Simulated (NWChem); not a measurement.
System: C2H3FSi; SMILES F[SiH2]C#C

The following NWChem deck was run.

```
start job
memory heap 200 mb stack 900 mb global 1100 mb
geometry units angstroms noautoz
  Si    -0.484862     0.624109    -0.000411
  F      0.842607     1.557515     0.000607
  C      0.018154    -1.132022    -0.001282
  C      0.335231    -2.306711    -0.001820
  H     -1.260826     0.925596    -1.230476
  H     -1.261684     0.924333     1.229412
  H      0.617761    -3.345207    -0.002158
end
basis spherical
  * library aug-pcseg-1
end
dft
  xc hfexch
  iterations 150
  mulliken
end
task dft energy
```

NWChem printed, in part:

```
             Northwest Computational Chemistry Package (NWChem) 7.3.0
             --------------------------------------------------------

 CS  symmetry detected

                             Geometry "geometry" -> ""
                             -------------------------

 Output coordinates in angstroms (scale by  1.889725989 to convert to a.u.)

  No.       Tag          Charge          X              Y              Z
 ---- ---------------- ---------- -------------- -------------- --------------
    1 Si                  14.0000    -0.52228842     0.59831898     0.00000000
    2 F                    9.0000     0.78821482     1.55539944     0.00000000
    3 C                    6.0000     0.01216424    -1.14850164     0.00000000
    4 C                    6.0000     0.35027260    -2.31731091     0.00000000
    5 H                    1.0000    -1.30395594     0.88519181    -1.22994423
    6 H                    1.0000    -1.30395594     0.88519181     1.22994423
    7 H                    1.0000     0.65139528    -3.35056904     0.00000000

 Effective nuclear repulsion energy (a.u.)     138.4756270119

      Symmetry information
      --------------------

 Group name             Cs
 Group number              2
 Group order               2
 No. of unique centers     6

  xc_inp: hfexch multiplicative factor not found.

                                 NWChem DFT Module
                                 -----------------

 Summary of "ao basis" -> "ao basis" (spherical)
 ------------------------------------------------------------------------------
       Tag                 Description            Shells   Functions and Types
 ---------------- ------------------------------  ------  ---------------------
 Si                       aug-pcseg-1               11       27   5s4p2d
 F                        aug-pcseg-1                9       23   4s3p2d
 C                        aug-pcseg-1                9       23   4s3p2d
 H                        aug-pcseg-1                5        9   3s2p

      Symmetry analysis of basis
      --------------------------

        a'         83
        a"         40

            General Information
            -------------------
          SCF calculation type: DFT
          Wavefunction type:  closed shell.
          No. of atoms     :     7
          No. of electrons :    38
           Alpha electrons :    19
            Beta electrons :    19
          Charge           :     0
          Spin multiplicity:     1
          Use of symmetry is: on ; symmetry adaption is: on
          Maximum number of iterations: 150
          AO basis - number of functions:   123
                     number of shells:    53
          Convergence on energy requested:  1.00D-06
          Convergence on density requested:  1.00D-05
          Convergence on gradient requested:  5.00D-04

              XC Information
              --------------
                     Hartree-Fock (Exact) Exchange  1.000

      Superposition of Atomic Density Guess
      -------------------------------------

 Sum of atomic energies:        -464.95448644

      Non-variational initial energy
      ------------------------------

 Total energy =    -466.273036
 1-e energy   =    -916.462765
 2-e energy   =     311.714102
 HOMO         =      -0.354721
 LUMO         =      -0.026099

      Symmetry analysis of molecular orbitals - initial
      -------------------------------------------------

  Numbering of irreducible representations:

     1 a'          2 a"

  Orbital symmetries:

     1 a'          2 a'          3 a'          4 a'          5 a'
     6 a'          7 a'          8 a"          9 a'         10 a'
    11 a'         12 a'         13 a"         14 a'         15 a'
    16 a'         17 a"         18 a'         19 a"         20 a'
    21 a"         22 a'         23 a'         24 a"         25 a'
    26 a'         27 a"         28 a'         29 a'

     ---------------------------------------------
      Total Density - Mulliken Population Analysis
     ---------------------------------------------

    Atom       Charge   Shell Charges
 -----------   ------   -------------------------------------------------------
    1 Si  14    12.65   2.00  2.00  0.83  0.24 -0.02  5.99  1.49  0.05 -0.02  0.16 -0.07
    2 F    9     9.64   2.00  0.96  0.99 -0.08  3.61  2.12  0.03  0.00  0.00
    3 C    6     6.54   2.00  0.83  0.79  0.07  2.00  0.90  0.01  0.03 -0.08
    4 C    6     6.24   2.00  0.81  0.72  0.08  1.87  0.76  0.01  0.03 -0.05
    5 H    1     1.09   0.72  0.34  0.00  0.01  0.02
    6 H    1     1.09   0.72  0.34  0.00  0.01  0.02
    7 H    1     0.75   0.64  0.15  0.01  0.02 -0.07

   convergence    iter        energy       DeltaE   RMS-Dens  Diis-err
 ---------------- ----- ----------------- --------- --------- ---------
 d= 0,ls=0.0,diis     1   -465.7243878349 -6.04D+02  1.63D-02  4.77D-01
 d= 0,ls=0.0,diis     2   -465.7802239311 -5.58D-02  2.67D-03  1.36D-01
 d= 0,ls=0.0,diis     3   -465.7922087491 -1.20D-02  1.58D-03  6.26D-03
 d= 0,ls=0.0,diis     4   -465.7931992701 -9.91D-04  3.61D-04  2.15D-04
 d= 0,ls=0.0,diis     5   -465.7932397431 -4.05D-05  6.08D-05  9.14D-06
  Resetting Diis
 d= 0,ls=0.0,diis     6   -465.7932418556 -2.11D-06  1.95D-05  1.52D-06
 d= 0,ls=0.0,diis     7   -465.7932421800 -3.24D-07  9.26D-06  2.59D-07

         Total DFT energy =     -465.793242180044
      One electron energy =     -919.075485720108
           Coulomb energy =      356.630984814973
    Exchange-Corr. energy =      -41.824368286811
 Nuclear repulsion energy =      138.475627011901

 Numeric. integr. density =        0.000000000000

                  Occupations of the irreducible representations
                  ----------------------------------------------

                     irrep           alpha         beta
                     --------     --------     --------
                     a'               15.0         15.0
                     a"                4.0          4.0

[...]
```

Level: Hartree-Fock/aug-pcseg-1. The geometry was optimised at PBE0/def2-SVP.
